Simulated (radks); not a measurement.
Problem. These are the eigenvalues of the occupied orbitals of an atom or ion with whole-number occupations (hartree). Method: scalar-relativistic Kohn-Sham, r2SCAN, spin-unpolarised, spherical densities, finite nucleus; meta-GGA in the generalised Kohn-Sham scheme; Fermi nuclear charge, rms radius of each element as measured or else 0.836 A^(1/3) + 0.57 fm; computed with a radial shooting solver on a logarithmic mesh with Libxc functionals.

| orbital | eigenvalue |
|---|---|
| 1s | -326.5919 |
| 2s | -39.72673 |
| 2p | -34.26282 |
| 3s | -4.66893 |
| 3p | -3.04944 |
| 3d | -0.50094 |

Which element is it, and in what charge state? The configuration may be excited.

Solution. Z = 29, copper, charge +1: Cu+ in [Ar] 3d10. The list shows which subshells hold electrons but not how many an open one holds; the 1s level, -326.59 hartree, gives Z - s = 25.6 by -(Z - s)^2/2, which with screening and relativity narrows Z to a few neighbours, and the depths of the outer levels then fix element, charge and occupations together.
